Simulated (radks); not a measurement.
Results of a calculation; reference values are marked as such.
Effect of the nuclear size on the gallium ion Ga20+, [Ne] 3s1. Code: a radial shooting solver on a logarithmic mesh with Libxc functionals. Model: Dirac Kohn-Sham, BLYP, spin-unpolarised, spherical densities, finite nucleus; Fermi nuclear charge, rms radius 3.9973 fm. The rms radius is varied about that value; shifts are against it.

| rms radius (fm) | total energy shift (eV) | density at nucleus (e/bohr^3) | 1s1/2 shift (meV) | 2s1/2 shift (meV) | 2p1/2 shift (meV) | 3s1/2 shift (meV) | 3p1/2 (empty) shift (meV) | 4s1/2 (empty) shift (meV) |
|---|---|---|---|---|---|---|---|---|
| 3.5656 | -0.0577 | 2.845e+04 | -24.5 | -2.44 | 0.206 | -0.571 | 0.049 | -0.221 |
| 3.8094 | -0.0259 | 2.834e+04 | -11.0 | -1.09 | 0.092 | -0.256 | 0.022 | -0.099 |
| 3.9973 | 0 | 2.826e+04 | 0.000 | 0.000 | 0.000 | 0.000 | 0.000 | 0.000 |
| 4.1692 | 0.0247 | 2.818e+04 | 10.5 | 1.04 | -0.088 | 0.245 | -0.021 | 0.095 |
| 4.9726 | 0.153 | 2.789e+04 | 65.0 | 6.47 | -0.545 | 1.52 | -0.131 | 0.586 |

Slopes of the eigenvalues against <r^2> in GHz/fm^2, as finite differences over the two radii next to the reference (eigenvalue slopes, not the field-shift constants of lines): 1s1/2 1810, 2s1/2 180, 2p1/2 -15.2, 3s1/2 42.2, 3p1/2 (empty) -3.64, 4s1/2 (empty) 16.3.
